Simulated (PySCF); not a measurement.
Q: Give a PBE0-D3(BJ)/def2-SVP geometry of `N#[C][GeH]1[CH2]C[CH2]1`.

A: 
```
atom  x, y, z in Å
N1     3.1284   -0.9153   -0.8725
C2     2.2185   -0.3909   -0.3800
Ge3    0.6619    0.4450    0.3979
C4    -0.6376    0.9165   -1.0018
C5    -1.2900   -0.4734   -0.7802
C6    -0.7838   -0.8693    0.6317
H7     1.1679    1.4014    1.4865
H8    -0.2780    1.1339   -2.0162
H9    -1.2820    1.7441   -0.6680
H10   -2.3878   -0.4729   -0.8779
H11   -0.9038   -1.1866   -1.5251
H12   -1.4694   -0.5496    1.4314
H13   -0.5295   -1.9264    0.7843
```

Orientation and origin are arbitrary. Atoms count from 1 in this order. The C–Ge distances run from 1.931 Å (C2–Ge3, drawn single) to 1.968 Å (Ge3–C6, drawn single), a spread of 0.037 Å. Ge3 (germanium bonded to 3 C and H) has angles from 76.1° to 125.0°. The 4-membered ring Ge3–C4–C5–C6 has internal angles of 76.1° to 102.8°; it is puckered, 0.13 Å rms from its mean plane, widest ring torsion 20°.

Bonds between heavy atoms (Å): N1≡C2 1.160, C2–Ge3 1.931, Ge3–C4 1.967, C4–C5 1.551, C5–C6 1.551, Ge3–C6 1.968.

Method: PBE0-D3(BJ)/def2-SVP geometry optimisation, gas phase in PySCF.

Point group: Cs (every atom within 0.08 Å of its image). No frequency check. The numbers are those of one conformer (C2–Ge3–C4–C5 91°, Ge3–C4–C5–C6 20°, C4–C5–C6–Ge3 -20°, C2–Ge3–C6–C5 -91°).
